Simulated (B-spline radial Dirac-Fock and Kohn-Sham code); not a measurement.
Bi⁵⁺ 4p3/2: cross section and angular parameters

System: the Bi⁵⁺ ion, configuration [Xe] 4f14 5d10; threshold 726.7 eV (orbital energy of the model). The computed values come from an atomic code on a B-spline grid: Dirac-Hartree-Slater photoionisation with a Latter tail; cross sections with all multipoles, angular parameters from the dipole term and its interference with E2.

```csv
hν (eV),σ (kb),β,γ,δ
750,187,-0.376,-0.292,0.136
800,177,0.027,-0.173,0.139
1280,108,1.099,0.364,0.042
1370,?,?,?,?
1400,95.7,1.198,0.368,0.031
1486.9,88.2,1.256,0.360,0.024
1850,64.7,1.421,0.277,0.009
1880,63.2,1.431,0.269,0.008
1980,58.4,1.462,0.242,0.006
3570,21.5,1.680,-0.032,0.003
4000,17.4,1.702,-0.050,0.004
5414.7,9.61,1.742,-0.005,0.010
5810,8.31,1.747,0.026,0.012
9251.7,3.01,1.748,0.422,0.022
9960,2.54,1.743,0.515,0.024
```

Q: Give the values at 1370 eV.

A: σ = 98.5 kb, β = 1.176, γ = 0.369, δ = 0.033.
